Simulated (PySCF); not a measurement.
ClH2Si, SMILES Cl[SiH2], multiplicity 2.

Geometry: B3LYP-D3(BJ)/def2-TZVP. The isomer is the one that the SMILES or the coordinates give; other isomers of the formula were not compared.

All values below come from M06-2X/def2-TZVPD (PySCF).

Isolated molecule, no solvent.

| Item | Result |
|---|---|
| total energy | -750.86797 hartree |
| point group | Cs |
| α spin, highest occupied and lowest empty level | -7.49 and 0.24 eV |
| β spin, highest occupied and lowest empty level | -10.32 and -2.69 eV |
| dipole moment | 1.40 D |
| quadrupole, principal values (traceless, Buckingham form, about the centre of nuclear charge) | -0.73, -0.33, 1.06 D·Å |
| mean static polarisability | 44.8 bohr³ (6.64 Å³) |
| polarisability, principal values | 39.5, 41.4, 53.5 bohr³ |
| ⟨S²⟩ | 0.753 (pure state 0.75) |
